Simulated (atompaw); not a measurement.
u(r) = r·R(r): atom against pseudo-atom (Er)

Columns: radius, all-electron u(r) and pseudo u(r) of the 5s shell (level -56.15 eV) of erbium in the configuration [Kr] 4d10 4f11 5s2 5p6 5d1 6s2 6p0; LDA (PW92), scalar-relativistic, PAW (atompaw) scheme, atompaw 4.2.0.5.

| r (bohr) | all-electron | pseudo |
| --- | --- | --- |
| 0.088 | -0.0904 | 0.1726 |
| 0.177 | 0.3816 | 0.3427 |
| 0.265 | -0.0687 | 0.5022 |
| 0.354 | -0.5040 | 0.6507 |
| 0.442 | -0.5407 | 0.7814 |
| 0.531 | -0.2861 | 0.8945 |
| 0.619 | 0.0740 | 0.9852 |
| 0.708 | 0.4251 | 1.0543 |
| 0.796 | 0.7030 | 1.0999 |
| 0.885 | 0.8982 | 1.1229 |
| 0.973 | 1.0119 | 1.1242 |
| 1.062 | 1.0608 | 1.1055 |
| 1.150 | 1.0595 | 1.0695 |
| 1.238 | 1.0235 | 1.0189 |
| 1.327 | 0.9638 | 0.9558 |
| 1.415 | 0.8913 | 0.8851 |
| 1.504 | 0.8113 | 0.8083 |
| 1.592 | 0.7306 | 0.7302 |
| 1.681 | 0.6509 | 0.6520 |
| 1.769 | 0.5761 | 0.5774 |
| 1.858 | 0.5059 | 0.5068 |
| 1.946 | 0.4425 | 0.4429 |
| 2.035 | 0.3847 | 0.3847 |
| 2.123 | 0.3336 | 0.3336 |
| 2.212 | 0.2878 | 0.2878 |
| 2.300 | 0.2481 | 0.2481 |

Question: How many radial nodes do the two functions have?

Answer: The all-electron 5s function has n − l − 1 = 4 (the table is too coarse to show those close to the nucleus); the pseudo-wave has 0, since the states of the same l below it are removed with the core.

Question: At about which radius was the pseudo-wave matched?

Answer: 2.10 bohr. The columns agree to 0.0005 from 1.95 bohr on; several derivatives are matched, so the curves merge somewhat inside the radius.

Question: Is the pseudo-wave norm-conserving?

Answer: No, it belongs to a PAW set: the norm inside the radius is not constrained, and the difference is carried by the augmentation charge.
